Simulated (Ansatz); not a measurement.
C$_{3}$H$_{6}$Si, SMILES `[SiH3]C1C=C1` at its PBE0-D4/def2-TZVP geometry, where that method's forces vanish. Charge 0, multiplicity 1.

```xyz
10

Si   -1.3549    0.5207    0.1357
C     0.1626   -0.3584   -0.5116
C     1.5625    0.1395   -0.2161
C     1.2184   -0.9213    0.4175
H    -1.8423    1.5441   -0.8322
H    -2.4738   -0.4345    0.3756
H    -1.0177    1.1956    1.4191
H     0.0197   -0.8806   -1.4635
H     2.2863    0.9031   -0.4420
H     1.4393   -1.7081    1.1176
```

Question: What forces (eV/Å) does B3LYP-D4/def2-TZVPP give on these atoms in Ansatz 0.2.0? (Estimate.)

Answer: The calculation gave: 
```
Si1 -0.134  0.065  0.039
C2  -0.251 -0.029 -0.186
C3   0.210  0.074  0.029
C4   0.154 -0.096  0.130
H5   0.029 -0.059  0.058
H6   0.065  0.057 -0.013
H7  -0.023 -0.041 -0.080
H8   0.000  0.028  0.048
H9  -0.043 -0.058  0.021
H10 -0.006  0.058 -0.047
```

B3LYP here is the variant with VWN-RPA as its local correlation; programs differ in this.
